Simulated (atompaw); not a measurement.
# How hard is this titanium PAW (atompaw) potential?

| Quantity | Value |
| --- | --- |
| Element | Ti (Z = 22) |
| Generator | atompaw 4.2.0.5 |
| Type | PAW |
| Functional | PBEsol |
| Relativity | scalar-relativistic |
| Frozen core | [Ne] 3s2 |
| Valence charge | 10 |
| Reference configuration | 3p6 3d1 4s0 4p0 (charge +3) |
| Partial waves | 4s (bound, empty): rc 2.50 bohr; 4s channel at -0.1 Ry: rc 2.50 bohr; 3p (bound): rc 1.60 bohr; 4p (bound, empty): rc 1.50 bohr; 3d (bound): rc 2.50 bohr; 3d channel at -2.25 Ry: rc 2.50 bohr |
| Local potential | bessel scheme, radius 2.25 bohr |
| Core correction | smooth core density matched at 2.15 bohr |
| Augmentation charge | sinc compensation charge, radius 2.50 bohr; PAW radius 2.50 bohr; waves and projectors: custom polynom2 7 10 vanderbiltortho |

The pseudo-atom Hamiltonian at the reference potential is diagonalised in spherical Bessel functions j_l(qr) that vanish at 20 bohr, with q² up to the cutoff. All-electron valence levels (Ry): 4s -1.9231, 3p -5.2044, 4p -1.5180, 3d -2.5463.

Q: How do the lowest levels (Ry) of each channel move with the cutoff, and are there ghosts?

A:

```csv
cutoff (Ry),s #1,p #1,p #2,p #3,d #1,d #2,f #1,f #2,Σ f·Δε (mRy)
8,-1.9215,-4.4015,-1.3416,-0.6623,-2.5155,-0.9492,-0.6219,-0.3851,4848.3
18,-1.9229,-5.1884,-1.5121,-0.7242,-2.5425,-0.9545,-0.6223,-0.3854,100.0
40,-1.9231,-5.2040,-1.5177,-0.7264,-2.5456,-0.9548,-0.6223,-0.3854,3.3
60,-1.9231,-5.2041,-1.5178,-0.7264,-2.5461,-0.9548,-0.6223,-0.3854,2.1
110,-1.9231,-5.2042,-1.5178,-0.7264,-2.5463,-0.9548,-0.6223,-0.3854,1.3
180,-1.9231,-5.2043,-1.5179,-0.7264,-2.5463,-0.9548,-0.6223,-0.3854,0.4
400,-1.9231,-5.2044,-1.5179,-0.7265,-2.5463,-0.9548,-0.6223,-0.3854,0.0
```

Result: no extra level below or beside the all-electron valence levels (s, p, d, f tested); 10 mRy is reached at 25 Ry and 1 mRy at 140 Ry.
